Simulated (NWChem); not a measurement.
System: BGeH4F; SMILES F[BH][GeH3]

```xyz
7

B      0.5814    -1.2409     0.0000
F     -0.3065    -2.2298     0.0000
Ge    -0.0435     0.7482     0.0000
H      0.5321     1.4825    -1.2433
H     -1.5842     0.9256     0.0000
H      0.5321     1.4825     1.2433
H      1.7621    -1.5602     0.0000
```
Atoms are numbered in this order, from 1.

The geometry was optimised at PBE-D3(BJ)/def2-SVP.

Symmetry labels are those of Cs in the frame above (b1 and b2, or b-type labels, depend on it).

Question: List the 4 lowest vertical singlet excitations from LDA (Slater exchange, VWN5)/6-31G* (spherical d), full TDDFT (NWChem).

Answer: 
| state | energy (eV) | oscillator strength | symmetry | leading excitation (squared amplitude) |
|---|---|---|---|---|
| S1 | 4.45 | 0.003 | a" | HOMO → LUMO (0.99) |
| S2 | 5.70 | 0.009 | a" | HOMO−1 → LUMO (0.98) |
| S3 | 6.06 | 0.052 | a' | HOMO−2 → LUMO (0.96) |
| S4 | 7.46 | 0.016 | a' | HOMO → LUMO+1 (0.94) |
